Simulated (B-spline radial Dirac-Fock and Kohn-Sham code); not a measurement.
Auger decay of the 1s hole in V¹⁴⁺

System: the V¹⁴⁺ ion in the configuration [He] 2s2 2p5.

These are calculated numbers from a radial atomic solver; the model is a relativistic independent-particle model: LDA orbitals of the hole state, radiative multipoles to third order, Auger rates from the Coulomb interaction with a continuum orbital, Dirac-Fock energies. Kinetic energies are configuration averages from the vacuum level; the two-hole energies are estimated from single-hole states.

```tsv
transition	kinetic energy (eV)	width (meV)	share (%)
K-L1L1	3745.5	50.4	10.6
K-L1L2	3842.0	48.7	10.2
K-L1L3	3849.9	90.8	19.0
K-L2L2	3922.5	7.36	1.5
K-L2L3	3930.4	179	37.5
K-L3L3	3938.3	101	21.1
```

For K holes below about Z = 40 intermediate coupling redistributes the KLL shares among these jj groups. The listed channels hold 100 % of the non-radiative rate. Summed by principal shells, of 0.477 eV in all: KLL 100.0 %.
